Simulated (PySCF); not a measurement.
**Relaxation of singlet Ag₂H₂**

These are results of PBE0/[Ag def2-TZVP with ECP28, H def2-TZVP], scalar-relativistic core potentials, density fitting, no spin–orbit coupling, PySCF, not measurements. A (50,194) grid was used.

A start displaced from a saddle point along its imaginary mode, of C2h symmetry, held to at least that symmetry:

Coordinates in bohr (charge 0 multiplicity 1):
```
Ag    2.3748   -0.0025    0.0000
Ag   -2.3748    0.0025    0.0000
H    -0.2268    2.8191    0.0000
H     0.2268   -2.8191    0.0000
```

Optimiser trace:
```tsv
step	E − E(last) (kJ/mol)	largest gradient (Eh/bohr)
0	9.09	0.00122
1	9.07	0.00081
2	8.99	0.00099
3	8.95	0.00161
4	8.51	0.00437
5	7.68	0.00573
6	6.16	0.00582
7	5.55	0.00529
8	4.47	0.00446
9	1.94	0.00233
10	0.87	0.00285
11	0.45	0.00295
12	0.16	0.00197
13	0.01	0.00068
14	0.00	0.00015
15	0.00	0.00017
```

It ends at C2h with Ag–Ag 2.701 Å, Ag–H 1.639 Å (×2); Ag–Ag–H 88.6° (×2) (after a last refinement on a finer grid). A frequency run shows 1 imaginary mode, down to 305i cm⁻¹, so it is a saddle point. Other isomers or separated fragments may lie lower.

Final geometry:
Z-matrix (Å, degrees; charge 0 multiplicity 1):
```
Ag
Ag 1 2.7008
H  2 1.6386 1 88.64
H  1 1.6386 2 88.64 3 180.00
```

Stability towards spin polarisation was not tested.
